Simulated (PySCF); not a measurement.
ClH₃O₃Sn. Atoms are numbered in the order given.

```xyz
8

O     -1.8515    -0.0665    -0.9175
Sn     0.0000     0.0000    -0.2449
O      0.9833    -1.5701    -0.9175
O      0.8681     1.6367    -0.9175
Cl     0.0000     0.0000     2.1145
H     -2.3835     0.6609    -0.5613
H      0.6194    -2.3946    -0.5613
H      1.7641     1.7337    -0.5613
```
Charge 0, spin multiplicity 1.

Geometry optimised at B3LYP-D3(BJ)/def2-SVP. The structure was generated by enumeration; whether it is a known compound was not checked. The def2 effective core potentials stand for the cores of Sn; spin–orbit coupling is left out. Other conformers were not sampled.

Calculation: IEF-PCM-PBE0/def2-SVP (PySCF 2.14.0).

The values are the electrostatic part of the solvation free energy, E(continuum) − E(gas) at the gas-phase geometry, in a cavity of scaled van der Waals radii (PySCF's table); cavitation and dispersion terms are not included. A continuum can't describe solvent molecules that bind to the metal. In vacuum the orbital gap is 6.90 eV. The dipole moment in vacuum is 0.94 D.

Computed values in water (ε = 78.36), cyclohexanone (ε = 15.62), acetonitrile (ε = 35.69):
| solvent | ε | ΔG(elec) (kcal/mol) | dipole (D) | gap (eV) |
|---|---|---|---|---|
| water | 78.36 | -11.6 | 1.12 | 7.00 |
| cyclohexanone | 15.62 | -10.6 | 1.10 | 6.99 |
| acetonitrile | 35.69 | -11.3 | 1.12 | 6.99 |
